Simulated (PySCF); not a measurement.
C4H6OSe, SMILES C=C=COC[SeH].

Geometry: B3LYP-D3(BJ)/def2-SVP. This is a generated structure with no PubChem entry under its InChIKey; it may be hypothetical. One conformer was computed; it need not be the lowest.

Two levels are set side by side: PBE/def2-TZVP (PySCF) and r2SCAN/def2-TZVP (PySCF). Same geometry, gas phase. Differences are taken from unrounded values.

```tsv
quantity	PBE
orbital gap (eV)	4.12
highest occupied level (eV)	-5.48
lowest empty level (eV)	-1.36
dipole moment (D)	0.74
mean polarisability (bohr³)	89.3
```

Task: These are the PBE values. What does r2SCAN give? (The exact figures need the calculation; the answer reports its results.)

Result: 
```json
[
 {"quantity": "orbital gap (eV)", "r2SCAN": "4.56", "PBE minus r2SCAN": "-0.44"},
 {"quantity": "highest occupied level (eV)", "r2SCAN": "-5.69", "PBE minus r2SCAN": "0.21"},
 {"quantity": "lowest empty level (eV)", "r2SCAN": "-1.13", "PBE minus r2SCAN": "-0.23"},
 {"quantity": "dipole moment (D)", "r2SCAN": "0.79", "PBE minus r2SCAN": "-0.05"},
 {"quantity": "mean polarisability (bohr³)", "r2SCAN": "87.2", "PBE minus r2SCAN": "2.1"}
]
```

Rough cost on one machine, each run with all the roots and properties that it gave: r2SCAN against PBE about 4 times.
